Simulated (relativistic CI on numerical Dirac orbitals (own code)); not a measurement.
**What each ingredient does to the levels of Os39+**

Base calculation: Dirac-Coulomb-Breit CI, KLI orbitals optimised for each configuration, model QED, unscaled Slater integrals.

Configurations in the expansion (outside the closed core [Ar] 3d10): 4s2.4p6.4d, 4s2.4p6.4f, 4s2.4p5.4d2, 4s.4p6.4d2, 4s2.4p5.4d.4f, 4s.4p6.4d.4f, 4s2.4p6.5s, 4s2.4p6.5p, 4s2.4p6.5d, 4p6.4d3, 4p5.4d4, 4p5.4d3.4f, 4s.4p6.4f2, 4s.4p5.4f3, 4p6.4f3. Double excitations out of closed p, d and f shells are left out; levels of such configurations are missing from the list, as are those of other unlisted configurations, and high levels can miss mixing partners.

Variants: (1) QED terms removed; (2) one mean potential for all configurations. Shifts of the energy above 4s2.4p6.4d 2D_3/2, in eV, for the lowest level and the first level of each name with at least 55 % of one term (blank where a level changes its place among those of its configuration and J or its character, or is not in the variant):

```
               Level     Base    Δ(1)    Δ(2)
   4s2.4p6.4d 2D_3/2    0.000   0.000   0.000
   4s2.4p6.4d 2D_5/2   22.095  -0.055  +0.002
 4s2.4p5.4d2 4D°_1/2  159.962  +0.242  -0.010
 4s2.4p5.4d2 4G°_9/2  182.108  +0.194  -0.010
4s2.4p5.4d2 2H°_11/2  186.544  +0.192  -0.011
 4s2.4p5.4d2 2G°_9/2  195.106  +0.190  -0.012
4s2.4p5.4d2 4G°_11/2  204.605  +0.142  -0.011
 4s2.4p5.4d2 2P°_1/2  211.936  +0.156  -0.012
 4s2.4p5.4d2 2P°_3/2  224.239  +0.140  -0.013
  4s2.4p6.4f 2F°_7/2  237.017  +0.032  -0.092
4s2.4p5.4d.4f 4G_7/2  376.768  +0.238  -0.138
4s2.4p5.4d.4f 4D_1/2  381.221  +0.273  -0.137
```

At this charge energies of transitions that change n are usually good to better than 1 %, and those within a shell (Δn = 0) to a few per cent.

Ionisation energy from the two ground configurations alone: base 1775.63 eV. The NIST ASD value (theoretical) is 1776 eV.

LS names give the leading component of a level, which can be under half, so a name can repeat, a term be missing and a line seem to break the LS rules.
